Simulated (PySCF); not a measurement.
**Cost of excited-state runs on `InChI=1S/C7H7FO/c1-2-6-3-4-9-5-7(6)8/h1,3,7H,4-5H2/t7-/m1/s1`, doublet, charge +1**

Atoms are numbered as in `[CH:1]#[C:2][C:3]1=[CH:4][CH2:5][O:6][CH2:7][C@H:8]1[F:9]`. Each H is labelled by its parent atom. Ha(C5), Ha(C7) are cis to F9 on the ring; Hb(C5), Hb(C7) are trans to F9 on the ring.

PySCF with density fitting, on 1 thread of an Intel Xeon, shared host. Command: `OMP_NUM_THREADS=1 python excited_run.py task.json out`

Problem. How long does each of these runs take, and how much memory?
- open-shell absorption, LC-wPBE/def2-SVP; 15 states; Tamm-Dancoff; SCF tolerance 1e-11 Eh; damping 0.3
- open-shell absorption, BHandHLYP/def2-SVP; 6 states; full response; IEF-PCM water; guess sap
- open-shell absorption, BHandHLYP/def2-SVP; 10 states; full response

Solution. 
```
                  run               level  basis functions  wall time  peak memory (GiB)
open-shell absorption    LC-wPBE/def2-SVP              161    3.2 min               0.67
open-shell absorption  BHandHLYP/def2-SVP              161      120 s               0.76
open-shell absorption  BHandHLYP/def2-SVP              161    2.4 min               0.64
```
Times from a shared host are rough.
